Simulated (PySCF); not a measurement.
A structure optimised at B3LYP-D3(BJ)/def2-SVP, used in a PySCF frequency run:

```xyz
10

O      0.0000     0.0000     2.0398
C      0.0000     0.0000     0.8521
O      0.1039    -1.1064     0.0699
C     -0.1139    -0.7585    -1.2945
C      0.1139     0.7585    -1.2945
O     -0.1039     1.1064     0.0699
H      0.5924    -1.3113    -1.9286
H     -1.1445    -1.0295    -1.5789
H     -0.5924     1.3113    -1.9286
H      1.1445     1.0295    -1.5789
```

Write its SMILES, formula and point group.

O=C1OCCO1, C3H4O3, C2

What are its rotational constants (standard atomic weights)?

8.0736, 3.8382, 2.7130 GHz
